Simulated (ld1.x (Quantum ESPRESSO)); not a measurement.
## What the settings do to the ultrasoft potential of oxygen

Base potential:

| Property | Result |
| --- | --- |
| Element | oxygen |
| Generator | ld1.x (Quantum ESPRESSO) 7.5 |
| Type | ultrasoft |
| Functional | PBE |
| Relativity | non-relativistic |
| Frozen core | [He] |
| Valence charge | 6 |
| Reference configuration | 2s2 2p4 |
| Partial waves | 2s (bound): rcut 0.55, rcutus 0.75 bohr; 2s channel at 1.35 Ry: rcut 0.55, rcutus 0.75 bohr; 2p (bound): rcut 1.65, rcutus 1.90 bohr; 2p channel at -0.25 Ry: rcut 1.65, rcutus 1.90 bohr |
| Local potential | all-electron potential smoothed inside 1.00 bohr (lloc = -1) |
| Core correction | a·sin(br)/r model core inside 0.70 bohr |
| Augmentation charge | PSQ, radius 0.65 bohr |

Cutoffs, loose and tight: the cutoffs (Ry, on a coarse ladder) from which the occupation-weighted sum of valence levels, in a spherical-Bessel basis at the reference potential, stays within 10 and 1 mRy of its value at 400 Ry. They do not see the model core or the augmentation charge, which bear on the density cutoff. Test errors are all-electron minus pseudo excitation energies from the reference, over the configurations 2s2 2p3; 2s2 2p2; 2s2 2p1; 2s1 2p5; 2s2 2p4.3; 2s0 2p6; 2s1 2p4. A dash means not determined; rows that change the core or the reference have their own tests. The largest error is taken over the tests solved by every variant that gives reliable tests at all: 2s0 2p6; 2s1 2p5; 2s2 2p4.3.

A true bound ghost makes a file unfit for plane-wave use even where its test errors are small: the radial tests pick states by their node count and pass the ghost by.

| change | outcome | cutoff, loose | cutoff, tight | bound ghosts | largest test error (meV) |
| --- | --- | --- | --- | --- | --- |
| base | generated | 55 Ry | 80 Ry | none | +50 |
| all radii but the core radius scaled by about 0.78 (s 0.58, p 1.48 bohr, rcut 0.44/1.30); local potential all-electron potential smoothed inside 0.78 bohr (lloc = -1); augmentation PSQ, radius 0.50 bohr | failed: chargeps: negative rho | – | – | – | – |
| all radii but the core radius scaled by about 0.95 (s 0.72, p 1.80 bohr, rcut 0.52/1.56); local potential all-electron potential smoothed inside 0.94 bohr (lloc = -1); augmentation PSQ, radius 0.62 bohr | generated | 60 Ry | 90 Ry | none | +67 |
| all radii but the core radius scaled by about 1.03 (s 0.78, p 1.96 bohr, rcut 0.56/1.70); local potential all-electron potential smoothed inside 1.02 bohr (lloc = -1); augmentation PSQ, radius 0.66 bohr | generated | 50 Ry | 70 Ry | none | +42 |
| all radii but the core radius scaled by about 1.12 (s 0.84, p 2.12 bohr, rcut 0.62/1.84); local potential all-electron potential smoothed inside 1.12 bohr (lloc = -1); augmentation PSQ, radius 0.72 bohr | generated | 35 Ry | 55 Ry | none | +26 |
| all radii but the core radius scaled by about 1.22 (s 0.92, p 2.32 bohr, rcut 0.68/2.02); local potential all-electron potential smoothed inside 1.22 bohr (lloc = -1); augmentation PSQ, radius 0.80 bohr | generated | 18 Ry | 30 Ry | none | +13 |
| all radii but the core radius scaled by about 1.30 (s 0.98, p 2.46 bohr, rcut 0.72/2.14); local potential all-electron potential smoothed inside 1.30 bohr (lloc = -1); augmentation PSQ, radius 0.84 bohr | generated | 18 Ry | 30 Ry | none | +9.0 |
| all radii but the core radius scaled by about 1.40 (s 1.04, p 2.66 bohr, rcut 0.76/2.30); local potential all-electron potential smoothed inside 1.40 bohr (lloc = -1); augmentation PSQ, radius 0.90 bohr | generated | 21 Ry | 40 Ry | none | +4.7 |

Problem. What comes out with this change to the base: all radii but the core radius scaled by about 0.83 (s 0.62, p 1.58 bohr, rcut 0.46/1.38); local potential all-electron potential smoothed inside 0.84 bohr (lloc = -1); augmentation PSQ, radius 0.54 bohr?

Solution. outcome: generated; cutoff, loose: 100 Ry; cutoff, tight: 120 Ry; bound ghosts: s; largest test error (meV): +188.

Reading the sweep of the scale of all radii but the core radius (base = 1) (base included, trends over the rows without a ghost): The loose cutoff is not monotonic: lowest 18 Ry at 1.22, highest 60 Ry at 0.95. The median size of the test errors (rows with all tests solved) is not monotonic: lowest 7.8 meV at 0.95, highest 38.1 meV at 1.22. Bound ghosts are found at 0.83. The generation fails at 0.78.
